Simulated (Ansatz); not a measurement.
Spectroscopic constants of NH+, multiplicity 4 (not the ground state: that is measured with 2S+1 = 2).

Constants: fifth-degree fit in 1/R to seven points, most abundant isotopes. In def2 and cc sets the state is the lowest found near the PBE0 minimum, followed along R.

Cores are frozen in the correlated methods. CBS: X⁻³ extrapolation of the correlation energy, Hartree–Fock from the larger set.

Run with Ansatz (Gaussian basis) for Hartree–Fock, density functionals and correlated methods. Values without a source in brackets are computed.

Task: What bond length and harmonic frequency does B97M-V/def2-TZVPP give?

Result: r_e = 1.104 Å, ω_e = 2462 cm⁻¹.

Task: What bond length and harmonic frequency does CCSD(T)/CBS(def2-TZVPP, def2-QZVPP) give?

Result: r_e = 1.092 Å, ω_e = 2720 cm⁻¹.

Task: What bond length and harmonic frequency does CCSD(T)/CBS(aug-cc-pVQZ, aug-cc-pV5Z) give?

Result: r_e = 1.093 Å, ω_e = 2711 cm⁻¹.

Ansatz is a program for electronic structure.
